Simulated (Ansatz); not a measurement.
## Ligand exchange: CuBr + Mg(CH3)(NH2) → CuNH2 + Mg(CH3)Br

Gas-phase species: CuBr (copper(i) bromide), singlet; Mg(CH3)(NH2), singlet; CuNH2 `[NH2][Cu]`, singlet; Mg(CH3)Br, singlet. The partners trade Br for NH2: Cu–Br and Mg–NH2 bonds give way to Cu–NH2 and Mg–Br.

Shapes, held fixed at every level: PBE0-D4/def2-TZVP. Programs: Ansatz 0.2.0. Electronic energies: no zero-point or thermal term.

| level | kind | ΔE (kJ/mol) |
| --- | --- | --- |
| HF/def2-SVP | Hartree–Fock | +71.0 |
| HF/def2-TZVPP | Hartree–Fock | +58.6 |
| r2SCAN-D4/def2-TZVPP | meta-GGA | -5.0 |
| B3LYP-D4/def2-TZVPP | global hybrid | +7.2 |
| BHLYP-D4/def2-TZVPP | global hybrid | +30.0 |
| r2SCAN0-D4/def2-TZVPP | global hybrid | +14.6 |
| wB97X-V/def2-TZVPP | range-separated hybrid | +17.0 |

wB97X-V/def2-TZVPP gives ΔE = +17.0 kJ/mol; the levels span -5.0 to +71.0. They disagree on the sign: 6 of 7 are positive. The median of the levels is +17.0. No measured value is set beside it here. Relativity is left out for Br, Cu.
